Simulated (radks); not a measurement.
Species: I. Configuration: [Kr] 4d10 5s2 5p5 (the NIST ground configuration).

Method: scalar-relativistic Kohn-Sham, exchange-only B88, spin-polarised, spherical densities, finite nucleus; open shells are filled with parallel spins first (spin-orbit coupling, left out, can overturn this in heavy ions); Fermi nuclear charge, rms radius 4.75 fm; computed with a radial shooting solver on a logarithmic mesh with Libxc functionals.

Energy parts (hartree):
| part | energy |
|---|---|
| total | -7114.14436 |
| kinetic | 7469.58606 |
| electron-nucleus | -17217.57000 |
| Hartree | 2812.78901 |
| exchange | -178.94944 |

Orbitals (lengths in bohr, moments of r in powers of bohr; r(max) is where P^2 peaks):
orbital  occ.  eigenvalue (hartree)      <r^4>   r(max)
1s up       1             -1212.221  2.642e-06  0.01754
1s down     1             -1212.220  2.642e-06  0.01754
2s up       1             -187.2594  0.0004502  0.09912
2s down     1             -187.2589  0.0004502  0.09912
2p up       3             -168.0891  0.0003254  0.07947
2p down     3             -168.0882  0.0003254  0.07947
3s up       1             -37.75084    0.01934   0.2857
3s down     1             -37.74984    0.01934   0.2857
3p up       3             -31.53853    0.02032   0.2794
3p down     3             -31.53740    0.02032   0.2794
3d up       5             -22.22833    0.01775   0.2317
3d down     5             -22.22727    0.01775   0.2317
4s up       1              -6.59066     0.5642   0.6803
4s down     1              -6.58823     0.5637   0.6804
4p up       3              -4.64361     0.7813   0.7148
4p down     3              -4.64101     0.7793   0.7148
4d up       5              -1.80679      1.726   0.7780
4d down     5              -1.80238      1.704   0.7780
5s up       1              -0.61805      30.18    1.705
5s down     1              -0.59082      30.36    1.698
5p up       3              -0.24018      89.97    2.032
5p down     2              -0.21276      98.44    2.030

The highest occupied level is 5p down at -5.790 eV. The spin density at the nucleus is -0.9190 e/bohr^3 (1s -0.1321, 2s 0.0383, 3s 0.0208, 4s 0.0723, 5s -0.9183). For comparison, the ionisation energy in NIST's Atomic Spectra Database is 10.451 eV (measured). In exact Kohn-Sham theory the highest level is minus the ionisation energy, but local and semilocal functionals leave it too shallow, through self-interaction and a potential that decays too fast; potentials with the right tail come closer. The density falls to 0.001 e/bohr^3 at r = 4.56 bohr. Summed over all electrons, <r^2> = 62.75 bohr^2, which gives a Langevin (diamagnetic) susceptibility term of -49.7 x 10^-6 cm^3/mol. The electron density at the nucleus is 2.571e+05 e/bohr^3 (large components only). Spin moment in Bohr magnetons: 1.
